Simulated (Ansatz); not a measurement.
Consider the cleavage of the P–Si bond: `C[Si](C)(C)P` + `O[SiH2]F` → `F[SiH2]OP` + `C[SiH](C)C`.

Gas-phase electronic energies from Ansatz, PBE0-D4/def2-TZVP geometries. CCSD(T)/CBS is the MP2 limit (def2-TZVPP, def2-QZVPP) plus CCSD(T) − MP2 in def2-TZVPP, frozen cores. Functionals use def2-TZVPP. One conformer a species, not always the lowest.

| species | B97M-V energy (Eh) |
| --- | --- |
| `C[Si](C)(C)P` | -751.74129 |
| `O[SiH2]F` | -466.43022 |
| `F[SiH2]OP` | -808.30584 |
| `C[SiH](C)C` | -409.84954 |

Problem. Work out ΔE.

Solution. ΔE = (-808.30584) + (-409.84954) − (-751.74129) − (-466.43022) = 0.01613 Eh = +42.3 kJ/mol. CCSD(T)/CBS gives +41.6 kJ/mol.

Largest T1 diagnostic among the species: 0.013.

Leaving LDA and LC-ωPBE aside and taking each functional with its dispersion term where it has one, the values, not all of them listed here, spread over 24.2 kJ/mol, from CAM-B3LYP-D4 to revPBE-D4. LDA lies +3.6 kJ/mol from PBE without D4. From BLYP to BHLYP (50 % exact exchange), in def2-TZVPP and without D4, ΔE moves by −4.4 kJ/mol.
